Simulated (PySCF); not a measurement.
**Radial density of Tl (thallium, neutral)**

UHF, [Xe] 4f14 5d10 6s1 6p2, 6s spin antiparallel (an excited configuration). Calculation: PySCF 2.14, in def2-TZVPPD with the def2 core potential (60 electrons); scalar relativity through the core potential. This is the valence pseudo-density: the core potential removes the inner electrons and smooths the orbitals near the nucleus.

```json
{"r (bohr)": "0.0282", "4πr²ρ (e/bohr)": "1.327e-05", "4πr²(ρα − ρβ)": "0.0000"}
{"r (bohr)": "0.0474", "4πr²ρ (e/bohr)": "2.178e-05", "4πr²(ρα − ρβ)": "0.0000"}
{"r (bohr)": "0.0798", "4πr²ρ (e/bohr)": "6.026e-05", "4πr²(ρα − ρβ)": "0.0000"}
{"r (bohr)": "0.134", "4πr²ρ (e/bohr)": "0.0004917", "4πr²(ρα − ρβ)": "0.0000"}
{"r (bohr)": "0.226", "4πr²ρ (e/bohr)": "0.009068", "4πr²(ρα − ρβ)": "0.0000"}
{"r (bohr)": "0.380", "4πr²ρ (e/bohr)": "0.3834", "4πr²(ρα − ρβ)": "-0.0057"}
{"r (bohr)": "0.639", "4πr²ρ (e/bohr)": "9.295", "4πr²(ρα − ρβ)": "-0.0624"}
{"r (bohr)": "1.07", "4πr²ρ (e/bohr)": "18.32", "4πr²(ρα − ρβ)": "0.0204"}
{"r (bohr)": "1.81", "4πr²ρ (e/bohr)": "5.224", "4πr²(ρα − ρβ)": "-0.2763"}
{"r (bohr)": "3.04", "4πr²ρ (e/bohr)": "1.142", "4πr²(ρα − ρβ)": "0.3097"}
{"r (bohr)": "5.11", "4πr²ρ (e/bohr)": "0.2968", "4πr²(ρα − ρβ)": "0.2623"}
{"r (bohr)": "8.60", "4πr²ρ (e/bohr)": "0.01983", "4πr²(ρα − ρβ)": "0.0198"}
{"r (bohr)": "14.5", "4πr²ρ (e/bohr)": "1.611e-05", "4πr²(ρα − ρβ)": "0.0000"}
```

Energies and moments cover only the electrons outside the core potential. Spin-orbit coupling is strong in this species (close to jj coupling), so the high-spin LS determinant is a model state, not a physical level. With the s spin flipped the determinant is a mixture of two multiplicities, not a spectroscopic state.
